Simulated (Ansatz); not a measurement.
W(O)2(SH)2 (H2O2S2W), SMILES [O]=[W](=[O])([SH])[SH], multiplicity 1.

Geometry: B3LYP-D3(BJ)/def2-SVP. The spin state was assumed, not searched. The structure was generated by enumeration; whether it is a known compound was not checked. The def2 effective core potentials stand for the cores of W; spin–orbit coupling is left out. One conformer was computed; it need not be the lowest.

Two levels are set side by side: PBE/def2-SVPD (Ansatz, an electronic-structure program) and PBE0/def2-SVPD (Ansatz). Energy differences of separate SCF runs at the same geometry; the states with an electron removed or added have multiplicity 2 and 2. Differences are taken from unrounded values.

| quantity | PBE0 | PBE | PBE minus PBE0 |
|---|---|---|---|
| vertical ionisation energy (eV) | 10.13 | 9.82 | -0.31 |
| vertical electron affinity (eV) | 1.33 | 0.99 | -0.35 |
| vertical singlet–triplet gap (eV) | 3.46 | 3.45 | 0.00 |
